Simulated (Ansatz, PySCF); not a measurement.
Gas-phase reaction (SMILES): N[Si](Br)(Br)Br + 3 [SiH4] (SiH4) → N[SiH3] + 3 [SiH3]Br [bromosilane]; bond separation energy.

Each molecule is optimised on its own at B3LYP-D3(BJ)/def2-TZVP (Ansatz, a first-principles code), one conformer each, not searched for the lowest. Correlated levels leave the core frozen unless marked. No spin-orbit coupling. The frozen core is the preceding noble-gas configuration, with the filled d and f shells of earlier blocks. No relativistic terms. CBS(X,Y): correlation extrapolated as X^-3; Hartree-Fock from the larger set. Thermal terms are rigid-rotor harmonic-oscillator values from B3LYP-D3(BJ) frequencies (Ansatz or PySCF) at 298.15 K and 1 atm. 1 Eh = 627.5095 kcal/mol.

| species | E, CCSD(T)/CBS(def2-TZVPPD,def2-QZVPPD) (Ansatz) (Eh) | E, PBE0-D4/def2-TZVPD (Ansatz + dftd4) (Eh) | H - E (Eh) |
|---|---|---|---|
| N[Si](Br)(Br)Br | -8063.21282 | -8067.07447 | 0.03882 |
| N[SiH3] | -346.79639 | -347.11051 | 0.05540 |
| [SiH3]Br | -2863.59398 | -2865.07468 | 0.03025 |
| [SiH4] (SiH4) | -291.45830 | -291.75741 | 0.03520 |

Problem. Work out ΔE and ΔH at 298.15 K at the first level, then ΔH at the second.

Solution. 
1. ΔE = [(-346.79639) + 3×(-2863.59398)] - [(-8063.21282) + 3×(-291.45830)] = 0.00939 Eh = 5.9 kcal/mol at CCSD(T)/CBS(def2-TZVPPD,def2-QZVPPD).
2. The terms H - E add up to 0.00173 Eh, so ΔH = (0.00939 + (0.00173))×627.5095 = 7.0 kcal/mol.
3. At PBE0-D4/def2-TZVPD the same steps give ΔE = 7.6 and ΔH = 8.7 kcal/mol, a shift of +1.7 from the first level.
4. These values are not checked against measurement here, since the tables used lack a sound gas-phase enthalpy of formation for at least one species.
